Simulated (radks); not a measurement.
Results of a calculation; reference values are marked as such.
The lithium anion Li-, [He] 2s2, held by a Watson sphere: a shell of charge +1.49 at radius R that stands for the Madelung well of a crystal (potential energy -1.49/R inside, -1.49/r outside, in hartree with lengths in bohr). Code: a radial shooting solver on a logarithmic mesh with Libxc functionals. Model: scalar-relativistic Kohn-Sham, LDA (Slater exchange, Perdew-Wang correlation), spin-polarised, spherical densities, point nucleus. Response by self-consistent Sternheimer equations with the Hartree and adiabatic LDA kernel, the relativistic mass of each level held fixed and spin-orbit coupling left out. The sphere does not respond.

R (bohr) = 2.05: e(1s) (eV) -57.011; e(2s) (eV) -8.477; <r> 2s (bohr) 2.905; sum of <r^2> (bohr^2) 20.66; X-ray form factor at sin(theta)/lambda = 0.3 1/angstrom 1.451; alpha (bohr^3) 57.62
R (bohr) = 2.39: e(1s) (eV) -55.323; e(2s) (eV) -8.095; <r> 2s (bohr) 3.045; sum of <r^2> (bohr^2) 22.48; X-ray form factor at sin(theta)/lambda = 0.3 1/angstrom 1.455; alpha (bohr^3) 65.39
R (bohr) = 2.4: e(1s) (eV) -55.283; e(2s) (eV) -8.083; <r> 2s (bohr) 3.049; sum of <r^2> (bohr^2) 22.54; X-ray form factor at sin(theta)/lambda = 0.3 1/angstrom 1.455; alpha (bohr^3) 65.65
R (bohr) = 2.49: e(1s) (eV) -54.952; e(2s) (eV) -7.979; <r> 2s (bohr) 3.087; sum of <r^2> (bohr^2) 23.06; X-ray form factor at sin(theta)/lambda = 0.3 1/angstrom 1.457; alpha (bohr^3) 68.05
R (bohr) = 2.54: e(1s) (eV) -54.783; e(2s) (eV) -7.921; <r> 2s (bohr) 3.109; sum of <r^2> (bohr^2) 23.35; X-ray form factor at sin(theta)/lambda = 0.3 1/angstrom 1.458; alpha (bohr^3) 69.44
